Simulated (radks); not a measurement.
Ionisation of neutral silver, [Kr] 4d10 5s1, to [Kr] 4d10 as the strength of local exchange is varied. Method: scalar-relativistic Kohn-Sham, Slater X-alpha exchange (alpha = 2/3 is LDA exchange), no correlation, spin-polarised, spherical densities, point nucleus; open shells are filled with parallel spins first (spin-orbit coupling, left out, can overturn this in heavy ions); computed with a radial shooting solver on a logarithmic mesh with Libxc functionals.

\begin{tabular}{lrrrrr}
alpha & E(Ag) (hartree) & exchange (hartree) & IE (eV) & -e of the level emptied (eV) & <r> of it (bohr) \\ \hline
0.559 & -5284.14529 & -116.54524 & 6.715 & 3.592 (5s) & 3.302 \\
0.576 & -5287.69789 & -120.17346 & 6.820 & 3.691 (5s) & 3.284 \\
0.61 & -5294.81055 & -127.44468 & 7.031 & 3.893 (5s) & 3.248 \\
0.667 & -5306.75698 & -139.67882 & 7.391 & 4.241 (5s) & 3.189 \\
0.706 & -5314.94690 & -148.08139 & 7.643 & 4.486 (5s) & 3.151 \\
0.715 & -5316.83874 & -150.02411 & 7.701 & 4.543 (5s) & 3.142 \\
1.038 & -5385.19301 & -220.65327 & 9.931 & 6.781 (5s) & 2.864 \\
1.039 & -5385.40602 & -220.87467 & 9.938 & 6.788 (5s) & 2.864 \\
\end{tabular}

NIST Atomic Spectra Database: 7.576 eV (measured). The Delta-SCF value meets it near alpha = 0.70.
